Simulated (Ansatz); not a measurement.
The cluster Be10⁺. Total charge 1; doublet. Geometry PBE0/def2-SVP, that of the neutral singlet; atoms count from 1.

```xyz
10

Be    0.5993   -0.6472   -1.5531
Be   -2.1631    0.5033    0.1596
Be    0.5090   -1.6561    0.4350
Be   -0.8781   -0.5203    1.4658
Be    1.1226    1.2734   -0.5541
Be   -1.1850   -1.1696   -0.6468
Be   -0.7533    0.9037   -1.3442
Be    1.0335    0.2698    1.4316
Be    2.1623   -0.5081   -0.1584
Be   -0.4472    1.5510    0.7646
```

The structure comes from a short search, and lower isomers may exist.

(1) Estimate the Mulliken populations from the PBE0/def2-TZVP orbitals of Ansatz.

(2) Where does the spin sit?

(3) And the Mayer bond orders between bonded heavy atoms (over 0.3)?

Answers

(1) 
| atom | charge (e) | spin (α − β) |
| --- | --- | --- |
| Be1 | 0.12 | 0.12 |
| Be2 | 0.01 | 0.04 |
| Be3 | 0.12 | 0.12 |
| Be4 | 0.12 | 0.12 |
| Be5 | 0.12 | 0.11 |
| Be6 | 0.12 | 0.12 |
| Be7 | 0.12 | 0.11 |
| Be8 | 0.12 | 0.12 |
| Be9 | 0.01 | 0.04 |
| Be10 | 0.12 | 0.11 |
Mulliken values and Mayer orders depend strongly on the basis.

(2) Summed by element: Be 1.00, of 1 unpaired in all. Largest on single atoms: Be3 0.12, Be6 0.12, Be4 0.12.

(3) Be1–Be3 0.41 (2.23 Å); Be1–Be5 0.41 (2.23 Å); Be1–Be6 0.53 (2.07 Å); Be1–Be7 0.53 (2.07 Å); Be1–Be9 0.50 (2.10 Å); Be2–Be4 0.50 (2.10 Å); Be2–Be6 0.50 (2.10 Å); Be2–Be7 0.50 (2.10 Å); Be2–Be10 0.50 (2.10 Å); Be3–Be4 0.53 (2.07 Å); Be3–Be6 0.53 (2.07 Å); Be3–Be8 0.41 (2.23 Å); Be3–Be9 0.50 (2.10 Å); Be4–Be6 0.41 (2.23 Å); Be4–Be8 0.53 (2.07 Å); Be4–Be10 0.41 (2.23 Å); Be5–Be7 0.53 (2.07 Å); Be5–Be8 0.41 (2.23 Å); Be5–Be9 0.50 (2.10 Å); Be5–Be10 0.53 (2.07 Å); Be6–Be7 0.41 (2.23 Å); Be7–Be10 0.41 (2.23 Å); Be8–Be9 0.50 (2.10 Å); Be8–Be10 0.53 (2.07 Å).
